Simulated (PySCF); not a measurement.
Level of theory: B3LYP-D3(BJ)/def2-TZVP (PySCF). Gas-phase values, no solvent. One relaxed conformer stands for a flexible species; it need not be the lowest. B3LYP has the VWN-RPA correlation part, as in Gaussian. Delta-SCF ions had no search for a lower state. Excitations are Tamm–Dancoff values on a coarser integration grid. The basis has no diffuse functions, so Rydberg states are missing or too high.

Reference species (SMILES): `[NH2][In]([NH2])[NH2]` (neutral, multiplicity 1).

| Quantity | Value |
|---|---|
| vertical ionisation energy (Delta-SCF) | 8.69 eV |
| T1 excitation (TDA) | 3.92 eV |

Changed species: `[NH2][In]([SH])[SH]` (2 of 3 NH2 replaced by SH; the reference has 0 of 3 NH2 replaced by SH).

### Question
Predict the effect on the vertical ionisation energy (Delta-SCF) and T1 excitation (TDA).

### Answer
the vertical ionisation energy (Delta-SCF) increases by 0.39 eV, to 9.08 eV; the T1 excitation (TDA) falls by 0.08 eV, to 3.84 eV.
